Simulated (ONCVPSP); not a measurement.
**Transferability test, ONCV potential for Mg (Z = 12)**

```json
{
 "Element": "magnesium",
 "Generator": "ONCVPSP 4.0.1",
 "Type": "optimised norm-conserving Vanderbilt (ONCV)",
 "Functional": "PBE",
 "Relativity": "non-relativistic",
 "Frozen core": "[He]",
 "Valence charge": "10",
 "Reference configuration": "2s2 2p6 3s2",
 "Partial waves": "2s+3s: rc 1.40 bohr, ncon 3, nbas 6, qcut 7.6 1/bohr, 2 projectors; 2p: rc 0.65 bohr, ncon 4, nbas 9, qcut 20.6 1/bohr, 2 projectors, debl 0.8 Ha; d scattering state at 0.03 Ha: rc 1.20 bohr, ncon 4, nbas 9, qcut 9.4 1/bohr, 2 projectors, debl 1.2 Ha",
 "Local potential": "polynomial inside 0.45 bohr (lpopt 4, dvloc0 6 Ha)",
 "Core correction": "polynomial model core, fcfact 0.55"
}
```

In the p channel the program set the typed energies aside and used -1.715, 0.250 Ha.

Energies are relative to the spin-unpolarised reference configuration 2s2 2p6 3s2; without spin polarisation the order of configurations can differ from experiment.

```json
{"valence configuration": "2s2 2p6 3s1", "charge": "+1", "ΔE all-electron (eV)": "7.949", "error AE − PS (meV)": "-0.1"}
{"valence configuration": "2s2 2p6 3s0", "charge": "+2", "ΔE all-electron (eV)": "22.949", "error AE − PS (meV)": "-0.8"}
{"valence configuration": "2s2 2p6 3s1.5", "charge": "+0.5", "ΔE all-electron (eV)": "3.140", "error AE − PS (meV)": "0.0"}
```

(1) What are ΔE and the potential's error for 2s1 2p6 3s2?

Answers

(1) ΔE = 91.161 eV all-electron; the error (AE − PS) is -113 meV.
